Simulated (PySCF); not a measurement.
# Gas-phase thermal properties of K2

Energies from PySCF (xtb for GFN2), thermal terms from the rigid-rotor harmonic-oscillator model, ideal gas at 1 bar. The comparison is the NASA 1993 polynomial table, which mixes measured and estimated data. 6-31G* has spherical d functions here. All species are closed-shell singlets. B3LYP is the form with VWN-RPA correlation. The harmonic model lacks anharmonicity and excited electronic states, which grow with temperature; levels with a mode under 35 cm⁻¹ are left out. The table's entry may be an old estimate for K2 (not checked at source).

```tsv
level	point group	σ	ZPE (kJ/mol)	S°298 (J/mol/K)	Cp298 (J/mol/K)	S°1000 (J/mol/K)	H1000 − H298 (kJ/mol)
table	-	-	-	249.7	38.0	296.1	26.8
B3LYP/6-31G*	D∞h	2	0.5	249.7	37.3	295.0	26.2
GFN2-xTB	D∞h	2	1.1	241.0	36.9	286.0	26.1
HF/6-31G*	D∞h	2	0.5	251.0	37.3	296.2	26.2
PBE/def2-SVP	D∞h	2	0.5	249.9	37.3	295.1	26.2
PBE0/def2-TZVP	D∞h	2	0.5	249.7	37.3	294.9	26.2
```
σ: rotational symmetry number. Electronic degeneracy used: 1. Frequencies are unscaled.
